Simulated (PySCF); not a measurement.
## Dipole response of Cd(29+) (cadmium, charge +29)

[Ar] 3d1, 2D determinant. All numbers are calculated (PySCF 2.14, scalar relativity by spin-free X2C-1e, in an uncontracted even-tempered set (18 s from 3.9 bohr⁻², ratio 2.5; 12 p from 5 bohr⁻², ratio 2.5; 8 d from 5 bohr⁻², ratio 2.5; 4 f from 18 bohr⁻², ratio 2.7; 3 g from 26 bohr⁻², ratio 2.7)). Coupled (time-dependent) response in atomic units; α is the mean over directions.

```csv
method,mean α (bohr³),"α xx, yy, zz",C₆ (like pair),S(−4)
UHF,0.02437,"0.02371, 0.02371, 0.02570",0.004603,0.0003510
```

S(−4) is the Cauchy moment in α(ω) = α(0) + S(−4) ω² + …

Spin-orbit coupling is absent.

α(iu) at UHF:

```csv
u (hartree),α(iu) (bohr³)
0,0.02437
1.00,0.02403
2.00,0.02306
4.00,0.01997
6.00,0.01658
8.00,0.01369
10.0,0.01144
15.0,0.007945
20.0,0.006067
30.0,0.004097
50.0,0.002347
```

A single London oscillator, α(iu) = α/(1 + u²/ω²), gives C₆ = (3/4) ω α². Matching the computed C₆ needs ω = 4 × 0.004603 / (3 × 0.02437²) = 10.3 hartree.

For an ion, C₆ is the dispersion term alone; charge-induced terms of lower order in 1/R come first.

The components differ because the open shell of this determinant is not spherical; for a pure term their mean is the scalar polarisability.

Spin-orbit coupling, absent here, splits the open shell strongly.
